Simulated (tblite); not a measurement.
Parent: `[CH2:1]=[CH:2][SiH2:3][N:4]=[CH2:5]` with C1–C2–Si3–N4 133°, C2–Si3–N4–C5 -122°, C3H7NSi.

Computed geometry: GFN2-xTB, gas phase. One conformer each, not checked by frequencies here.

| coordinate of the parent | value |
| --- | --- |
| C1=C2 | 1.322 Å |
| C2–Si3 | 1.882 Å |
| Si3–N4 | 1.726 Å |
| N4=C5 | 1.246 Å |
| C1–C2–Si3 | 124.9° |
| C2–Si3–N4 | 103.6° |
| Si3–N4–C5 | 134.7° |

Question: How does the shared frame change in `[CH2:1]=[CH:2][Si@@H:3]([N:4]=[CH2:5])[CH:6]1[CH2:7][CH2:8]1` with C1–C2–Si3–N4 7°, C2–Si3–N4–C5 -123°, C2–Si3–C6–C7 -162°, C6H11NSi? Atoms pair as C1 = C1, C2 = C2, Si3 = Si3, N4 = N4, C5 = C5 (parent first).

Answer: 
| parent | relative | value in the relative | change |
| --- | --- | --- | --- |
| C1=C2 | C1=C2 | 1.323 Å | +0.001 |
| C2–Si3 | C2–Si3 | 1.883 Å | +0.001 |
| Si3–N4 | Si3–N4 | 1.726 Å | 0.000 |
| N4=C5 | N4=C5 | 1.246 Å | 0.000 |
| C1–C2–Si3 | C1–C2–Si3 | 125.4° | +0.5 |
| C2–Si3–N4 | C2–Si3–N4 | 105.2° | +1.6 |
| Si3–N4–C5 | Si3–N4–C5 | 134.4° | -0.3 |

No shared bond changes by more than 0.004 Å. Bonds of the relative outside the shared frame: Si3–C6 1.886, C6–C7 1.503, C7–C8 1.492, C6–C8 1.503 Å. Point group C1 → C1.

Question: How does the shared frame change in `[CH2:1]=[CH:2][Si@H:3]([N:4]=[CH2:5])[CH:6]([Cl:7])[Cl:8]` with C1–C2–Si3–N4 -21°, C2–Si3–N4–C5 124°, C2–Si3–C6–Cl7 -58°, C4H7Cl2NSi? Atoms pair as C1 = C1, C2 = C2, Si3 = Si3, N4 = N4, C5 = C5 (parent first).

Answer: 
```json
{"parent": "C1=C2", "relative": "C1=C2", "value in the relative": "1.324 Å", "change": "+0.002"}
{"parent": "C2–Si3", "relative": "C2–Si3", "value in the relative": "1.879 Å", "change": "-0.003"}
{"parent": "Si3–N4", "relative": "Si3–N4", "value in the relative": "1.717 Å", "change": "-0.009"}
{"parent": "N4=C5", "relative": "N4=C5", "value in the relative": "1.248 Å", "change": "+0.002"}
{"parent": "C1–C2–Si3", "relative": "C1–C2–Si3", "value in the relative": "125.1°", "change": "+0.2"}
{"parent": "C2–Si3–N4", "relative": "C2–Si3–N4", "value in the relative": "106.6°", "change": "+3.0"}
{"parent": "Si3–N4–C5", "relative": "Si3–N4–C5", "value in the relative": "136.6°", "change": "+1.9"}
```

Of the parent's bonds, Si3–N4 changes most (-0.009 Å). Bonds of the relative outside the shared frame: Si3–C6 1.929, C6–Cl7 1.771, C6–Cl8 1.776 Å. Point group C1 → C1.
